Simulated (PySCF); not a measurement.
**Correlation energy of Ar²⁺ (argon, charge +2)**

[Ne] 3s1 3p5, high-spin 3P determinant (an excited configuration). Calculation: PySCF 2.14, in def2-TZVPPD (6s6p4d1f, 51 functions); no relativity, point nucleus. Frozen: 1s2; 14 electrons correlated.

```csv
level,correlation energy (mhartree)
CCSD,-414.38
(T),-21.85
CCSD(T),-436.23
```

Diagnostics: T1 = 0.0087, D1 = 0.0260, largest double amplitude 0.174.

**Question.** Is a single reference adequate?

**Answer.** Not fully. A double-excitation amplitude exceeds 0.15, a sign of near-degeneracy.

This basis was not built for core-valence correlation, so the inner-shell part is incomplete.
